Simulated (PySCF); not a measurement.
Excitations are Tamm–Dancoff values on a coarser integration grid. The basis has no diffuse functions, so Rydberg states are missing or too high.

Cartesian coordinates (Å):
SMILES: B=BC#N
```xyz
5

B      1.4164     0.1576     0.4705
B     -0.0245    -0.0021     0.0106
C     -1.4102    -0.1570    -0.4322
N     -2.5105    -0.2797    -0.7838
H      2.5289     0.2813     0.8255
```
Charge 0, spin multiplicity 1.

### Question
Estimate the brightest of the four lowest singlets (TDA), dipole moment, S1–T1 gap (TDA), T1 excitation (TDA) and HOMO that ωB97X-D3(BJ)/def2-TZVP // PBE0-D3(BJ)/def2-TZVP run with PySCF returns for this input.

### Answer

```yaml
brightest of the four lowest singlets (TDA): 5.33 eV
dipole_moment: 3.43 D
S1–T1 gap (TDA): 1.00 eV
T1 excitation (TDA): 2.86 eV
HOMO: -8.74 eV
```
